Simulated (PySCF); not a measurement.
Method: PBE-D3(BJ)/def2-TZVP // PBE0-D3(BJ)/def2-TZVP run with PySCF 2.14.0. All species are isolated molecules in the gas phase. Excitations are Tamm–Dancoff values on a coarser integration grid. The basis has no diffuse functions, so Rydberg states are missing or too high.

Reference species (SMILES): `[Br][Al]([Br])[Br]` (neutral, multiplicity 1).

```json
{
 "S1–T1 gap (TDA)": "0.24 eV",
 "S1 oscillator strength": "0.000",
 "HOMO": "-7.36 eV"
}
```

Changed species: `[I][Al]([I])[I]` (3 of 3 Br replaced by I; the reference has 0 of 3 Br replaced by I).

Q: What does the change do to the S1–T1 gap (TDA), S1 oscillator strength and HOMO?

A: the S1–T1 gap (TDA) is nearly the same; the S1 oscillator strength stays essentially unchanged; the HOMO increases by 0.75 eV, to -6.61 eV.
